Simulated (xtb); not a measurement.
GaCl, SMILES [Cl][Ga] (connectivity only; charge and spin as stated), neutral, multiplicity 1. All values are semi-empirical tight-binding results from xtb (GFN2-xTB unless named), good for trends rather than for accurate numbers. Geometry: GFN2-xTB.

For metal compounds this method's bond lengths and energies can be far off.

Computed properties:
```json
{
 "point_group_as_xtb_finds_it": "C∞v",
 "orbital_gap": "5.40 eV"
}
```
